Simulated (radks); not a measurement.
The numbers below are computed, except where a source is named.
Problem. The mean radii <r> (bohr) of the occupied orbitals of an atom or ion are listed with their occupations. Level of theory: Dirac Kohn-Sham, LDA (Slater exchange, Perdew-Zunger correlation), spin-unpolarised, spherical densities, finite nucleus; Fermi nuclear charge, rms radius of each element as measured or else 0.836 A^(1/3) + 0.57 fm (a radial shooting solver on a logarithmic mesh with Libxc functionals).

| orbital | occ. | <r> |
|---|---|---|
| 1s1/2 | 2 | 0.1587 |
| 2s1/2 | 2 | 0.9025 |
| 2p1/2 | 2 | 0.9795 |
| 2p3/2 | 4 | 0.9826 |

Name the element and its charge. Open shells, if any, fill j = l - 1/2 first.

Solution. Z = 10, neon, charge 0: Ne in [Ne]. The 1s radius gives Z: for a bare nucleus <r> = (2 gamma + 1)/(2Z) with gamma = sqrt(1 - (Z/c)^2), 0.1497 bohr for Z = 10, and screening makes it slightly larger (0.1587 here). The occupations add up to 10, and the charge is Z minus that.
